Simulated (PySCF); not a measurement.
CH5O, SMILES C[OH2+], charge +1. Atoms are numbered in the order given.

```xyz
7

C     -0.7968    -0.0180     0.0000
O      0.7186     0.0866     0.0000
H     -1.1043     0.5054     0.8985
H     -1.1043     0.5054    -0.8985
H     -1.0631    -1.0701     0.0000
H      1.1518    -0.2629     0.8022
H      1.1518    -0.2629    -0.8022
```
Charge +1, spin multiplicity 1.

Geometry optimised at B3LYP-D3(BJ)/def2-TZVP. The isomer is the one that the SMILES or the coordinates give; other isomers of the formula were not compared.

Method: PBE/def2-TZVPD run with PySCF.

Symmetry labels are those of the subgroup Cs that the program uses (full group Cs).

Question: List the valence orbital energies around the gap with their symmetry. (An estimate is asked for; the answer gives what the named calculation found.)

Answer: 
```csv
orbital,symmetry,energy (eV)
HOMO−7,A',-277.20
HOMO−6,A',-35.53
HOMO−5,A',-24.90
HOMO−4,A",-22.94
HOMO−3,A',-19.90
HOMO−2,A',-18.32
HOMO−1,A",-16.64
HOMO,A',-15.66
LUMO,A',-7.49
LUMO+1,A',-5.31
LUMO+2,A",-5.08
LUMO+3,A',-4.16
```
